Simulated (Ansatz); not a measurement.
Ansatz (a first-principles code) input (B3LYP-D3(BJ)/def2-TZVP):

Ansatz 0.2 input:
```yaml
crystal:
  periodic: [false, false, false]
  atoms:
    - {symbol: Si, position_ang: [-0.24835072, -0.23537832, -0.33236914]}
    - {symbol: F, position_ang: [0.16068739, -0.43518519, -1.95454595]}
    - {symbol: C, position_ang: [-1.91073165, -0.85534412, -0.05329787]}
    - {symbol: C, position_ang: [1.47390223, -0.82825121, 0.38114590]}
    - {symbol: C, position_ang: [-0.12732638, 1.66344809, -0.10966363]}
    - {symbol: H, position_ang: [-2.03783823, -1.93853972, -0.14872740]}
    - {symbol: H, position_ang: [-2.38551720, -0.52856350, 0.87696010]}
    - {symbol: H, position_ang: [1.57014335, -1.90810750, 0.25992359]}
    - {symbol: H, position_ang: [1.55562901, -0.62192877, 1.44952871]}
    - {symbol: H, position_ang: [2.33794623, -0.37351377, -0.10604349]}
    - {symbol: H, position_ang: [-0.08438721, 1.92741696, 0.94542162]}
    - {symbol: H, position_ang: [-1.00252292, 2.15072907, -0.53008261]}
    - {symbol: H, position_ang: [0.75166803, 2.08793807, -0.59189639]}
basis:
  gaussian:
    orbitals: def2-TZVP
hamiltonian:
  xc: b3lyp
  dispersion: d3bj
total_charge: -1
relax: {f_tol: 0.002, max_steps: 150}
```

End of the output:

```
these checks for a lower state are left out or cut short: starts, cluster_reference, orbital_swaps, neighbouring_geometries, increment
integrals: 0.13 GiB planned
1309 factors; their error is unknown
mean field: 1.22 GiB planned
mean field -13841.89907987 eV, -508.6804088089 hartree, gradient 1.5e-5 eV, S^2 0.000000; 0 other end points of the search recorded, 0 dependent functions left out
the calculation of the forces begins
reference -13841.89938993 eV, -508.6804202037 hartree; 25, 25 occupied and 184, 184 virtual orbitals, 1309 factors
relax step  18: F+E_penalty+E_count = -13842.36238404 eV  Δ(F+E_penalty+E_count) = -3.856e-6 eV  max|allowed force component| = 1.260e-3 eV/Å  Δτ_max = 0.0033 Å  (31 SCF iters, accepted)
integrals: 0.13 GiB planned
1309 factors; their error is unknown
mean field: 1.22 GiB planned
mean field evaluation 160: about -13841.8991 eV, gradient 1.7e-5 eV
mean field -13841.89907987 eV, -508.6804088089 hartree, gradient 3.5e-5 eV, S^2 0.000000; 1 other end points of the search recorded, 0 dependent functions left out
the calculation of the forces begins
reference -13841.89938993 eV, -508.6804202037 hartree; 25, 25 occupied and 184, 184 virtual orbitals, 1309 factors
Total energy: -13842.36269411 eV, -508.6974463180 hartree
Atom 0 at    -0.194730    -0.165837    -0.359716 Å, force     0.000090    -0.000241     0.000606 eV/Å
Atom 1 at     0.201749    -0.187643    -1.996149 Å, force    -0.000365    -0.000169     0.000041 eV/Å
Atom 2 at    -1.646666    -0.926433     0.244466 Å, force     0.001259     0.000113    -0.001007 eV/Å
Atom 3 at     1.407207    -0.921634     0.341194 Å, force     0.000756    -0.000185     0.000883 eV/Å
Atom 4 at    -0.144466     1.716385    -0.070499 Å, force    -0.000567    -0.000032    -0.000226 eV/Å
Atom 5 at    -1.704018    -2.006202     0.373234 Å, force    -0.000607     0.000472     0.000120 eV/Å
Atom 6 at    -2.620109    -0.452019     0.130365 Å, force    -0.000443     0.000073     0.000058 eV/Å
Atom 7 at     1.377586    -2.011902     0.248102 Å, force     0.000150     0.000783     0.000095 eV/Å
Atom 8 at     1.520062    -0.685334     1.402280 Å, force     0.000001    -0.000191    -0.001072 eV/Å
Atom 9 at     2.295045    -0.565547    -0.191392 Å, force    -0.000249    -0.000262     0.000205 eV/Å
Atom 10 at    -0.029479     1.946628     0.991659 Å, force     0.000052    -0.000230    -0.000027 eV/Å
Atom 11 at    -1.081903     2.170941    -0.406306 Å, force    -0.000266     0.000156     0.000292 eV/Å
Atom 12 at     0.673024     2.193317    -0.620887 Å, force     0.000189    -0.000286     0.000034 eV/Å
Dipole moment:     0.622060     0.357001    -0.059364 e Å
```

It need not be the lowest isomer of its formula. Whether it binds its extra electron was not tested at this geometry.
